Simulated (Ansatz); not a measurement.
Reaction (substitution at a C–Si bond): `O=CC[SiH2]O` + HCl → `O=CCCl` + `O[SiH3]`

Gas-phase electronic energies from Ansatz, PBE0-D4/def2-TZVP geometries. CCSD(T)/CBS is the MP2 limit (def2-TZVPP, def2-QZVPP) plus CCSD(T) − MP2 in def2-TZVPP, frozen cores. This one scheme is used for every species. Functionals use def2-TZVPP. Each species was taken in one conformer, which may not be the lowest.

`O=CC[SiH2]O`:

```xyz
11

O     0.005    1.489   -1.446
C    -0.724    1.218   -0.521
C    -0.257    0.567    0.727
Si    0.313   -1.189    0.279
O     1.450   -1.050   -0.891
H    -1.814    1.409   -0.603
H     0.644    1.070    1.090
H    -1.022    0.559    1.505
H    -0.868   -1.974   -0.169
H     0.915   -1.841    1.466
H     1.358   -0.259   -1.437
```

HCl:

Cartesian coordinates in Å:
```
Cl -0.194 0.446 0.415
H 0.194 -0.446 -0.415
```

`O=CCCl`:

Cartesian coordinates in Å:
```
O -1.428 -1.052 0.640
C -0.839 -0.059 0.327
C 0.592 -0.086 -0.151
Cl 0.918 1.258 -1.258
H -1.301 0.947 0.384
H 0.803 -1.029 -0.652
H 1.255 0.021 0.711
```

`O[SiH3]`:

Cartesian coordinates in Å:
```
O 0.112 -1.228 0.351
Si 0.097 0.323 -0.206
H -0.532 -1.470 1.016
H -1.204 0.667 -0.842
H 1.184 0.405 -1.208
H 0.344 1.302 0.889
```

```json
{"level": "r2SCAN-D4", "ΔE (kJ/mol)": "93.4", "difference from CCSD(T)/CBS": "5.4"}
{"level": "ωB97M-V", "ΔE (kJ/mol)": "89.5", "difference from CCSD(T)/CBS": "1.5"}
{"level": "B2PLYP", "ΔE (kJ/mol)": "83.2", "difference from CCSD(T)/CBS": "-4.8"}
{"level": "r2SCAN", "ΔE (kJ/mol)": "92.0", "difference from CCSD(T)/CBS": "4.0"}
{"level": "MP2/def2-TZVPP", "ΔE (kJ/mol)": "91.2", "difference from CCSD(T)/CBS": "3.2"}
{"level": "SCS-MP2/def2-TZVPP", "ΔE (kJ/mol)": "82.6", "difference from CCSD(T)/CBS": "-5.4"}
{"level": "CCSD/def2-TZVPP", "ΔE (kJ/mol)": "86.6", "difference from CCSD(T)/CBS": "-1.4"}
{"level": "HF/def2-QZVPP", "ΔE (kJ/mol)": "70.7", "difference from CCSD(T)/CBS": "-17.3"}
{"level": "MP2/def2-QZVPP", "ΔE (kJ/mol)": "91.0", "difference from CCSD(T)/CBS": "3.0"}
{"level": "SCS-MP2/def2-QZVPP", "ΔE (kJ/mol)": "82.6", "difference from CCSD(T)/CBS": "-5.4"}
{"level": "CCSD(T)/CBS", "ΔE (kJ/mol)": "88.0", "difference from CCSD(T)/CBS": "0"}
```

Largest T1 diagnostic among the species: 0.014.

The D4 term adds +7.4 kJ/mol with B3LYP and +4.1 kJ/mol with PBE0; it sums over pairs of atoms, weighted by their polarisabilities, and B3LYP, whose exchange is more repulsive, gets the larger term. In def2-TZVPP, CCSD(T) changes the Hartree–Fock value by +17.4 kJ/mol (the triples alone add +1.7 kJ/mol) and MP2 by +20.4 kJ/mol.

B3LYP here is the variant with VWN-RPA as its local correlation; programs differ in this.
